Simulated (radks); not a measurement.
All-electron atom: Tc+ in [Kr] 4d(up 4, down 0) 5s2 (not the ground configuration).

All-electron calculation, scalar-relativistic Kohn-Sham, PBE, spin-polarised, spherical densities, finite nucleus; Fermi nuclear charge, rms radius 4.4112 fm. Program: a radial shooting solver on a logarithmic mesh with Libxc functionals.

Energy parts (hartree):
| part | energy |
|---|---|
| total | -4285.20772 |
| kinetic | 4424.74773 |
| electron-nucleus | -10310.19286 |
| Hartree | 1728.18308 |
| exchange-correlation | -127.94566 |

Orbitals (lengths in bohr, moments of r in powers of bohr; r(90%) holds 90 % of the orbital's charge):
orbital  occ.  eigenvalue (hartree)  r(90%)      <r>
1s down     1             -767.3035  0.0614  0.03428
1s up       1             -767.3032  0.0614  0.03428
2s up       1             -109.8500   0.231   0.1496
2s down     1             -109.8299   0.231   0.1496
2p up       3             -98.35827   0.212   0.1304
2p down     3             -98.34319   0.212   0.1304
3s up       1             -19.48719   0.613   0.4154
3s down     1             -19.47682   0.613   0.4154
3p up       3             -15.71598   0.629   0.4164
3p down     3             -15.70417   0.628   0.4163
3d up       5              -9.61600   0.636   0.3990
3d down     5              -9.59743   0.636   0.3989
4s up       1              -3.15453    1.53    1.055
4s down     1              -3.05176    1.53    1.050
4p up       3              -2.12083    1.72    1.165
4p down     3              -2.01045    1.72    1.160
4d up       4              -0.66547    2.48    1.581
4d down     0              -0.55702    2.61    1.631
5s up       1              -0.48278    4.19    2.869
5s down     1              -0.43811    4.40    3.004

The highest occupied level is 5s down at -11.921 eV. The configuration is held as typed, so some empty levels lie below it. Summed over all electrons, <r^2> = 46.89 bohr^2, which gives a Langevin (diamagnetic) susceptibility term of -37.1 x 10^-6 cm^3/mol. The spin density at the nucleus is -0.499 e/bohr^3 (1s -0.018, 2s -1.009, 3s 0.530, 4s -2.881, 5s 2.879). The electron density at the nucleus is 1.023e+05 e/bohr^3 (large components only). The density falls to 0.001 e/bohr^3 at r = 4.41 bohr. Spin moment in Bohr magnetons: 4.
